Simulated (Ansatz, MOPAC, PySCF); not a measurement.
System: BI (charge 0, singlet). SMILES: I[B]
Geometry: optimised at B3LYP-D3(BJ)/def2-TZVP (Ansatz, a program for electronic structure).

Quantity: vertical ionisation energy to the doublet, in eV. Conventions: each state is the SCF solution reached for its charge and spin; PM7 with its own dispersion and hydrogen-bond terms; UHF or UKS for open shells; no spin-orbit coupling; STO-3G and 3-21G all-electron and non-relativistic; frozen cores in correlated levels (noble-gas shells and the d and f shells of earlier blocks); 6-31G* and kin with 6d, 5d where marked; def2 sets with scalar-relativistic core potentials past Kr; LANL2DZ with its own core potentials from Na on. First-principles rows: single points at B3LYP-D3(BJ) geometries (Ansatz). Semi-empirical rows: differences of heats of formation at the shared geometry for vertical values. The Hartree-Fock reference of [B]I is unstable towards a lower, spin-broken solution.

```tsv
level	program	vertical ionisation energy to the doublet (eV)
AM1	MOPAC	9.23
PM3	MOPAC	9.09
PM6	MOPAC	8.81
PM7	MOPAC	8.76
MNDO	MOPAC	9.93
HF/6-31G* with LANL2DZ past Ar	Ansatz	8.55
PBE/6-31G* with LANL2DZ past Ar	Ansatz	9.33
B3LYP/STO-3G	Ansatz	7.07
B3LYP/3-21G	Ansatz	9.39
B3LYP/6-31G* with LANL2DZ past Ar	Ansatz	9.47
M06-2X/6-31G* with LANL2DZ past Ar (5d)	PySCF	11.22
MP2/6-31G* with LANL2DZ past Ar	Ansatz	8.86
wB97M-V/def2-TZVPD	Ansatz	9.55
```

No value to compare with is used here. The 12 habitual levels span 7.07 (B3LYP/STO-3G) to 11.22 eV (M06-2X/6-31G* with LANL2DZ past Ar (5d)); wB97M-V/def2-TZVPD gives 9.55.

The levels are drawn from those run, B3LYP/6-31G* more often than the rest, none by its result; left out are runs that failed, that the program found above a lower state of the same kind, or whose <S^2> lies over 0.5 above the pure value.
